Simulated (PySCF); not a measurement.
```xyz
4
charge 1 multiplicity 1, angstrom
Se    0.0000    0.0000   -0.3433
F     1.4311    0.0000    0.4795
F    -0.7156    1.2394    0.4795
F    -0.7156   -1.2394    0.4795
```

Computed with PBE0/[Se def2-TZVP, F def2-TZVP], no relativity, density fitting, PySCF.

This geometry of [SeF3]+ is a stationary point at this level.

Problem. What is the point group?

Solution. C3v.

Problem. Is it a minimum?

Solution. Yes: all harmonic wavenumbers are real.

Problem. Which band is strongest in the infrared?

Solution. 819 cm⁻¹ (e), 195 km/mol.

Problem. Give the ideal-gas entropy at 298.15 K and 1 bar by parts.

Solution. translation 170.2, rotation 95.7, vibration 19.3, spin 0.0; total 285.2 J/(mol K).

Other isomers or separated fragments may lie lower.
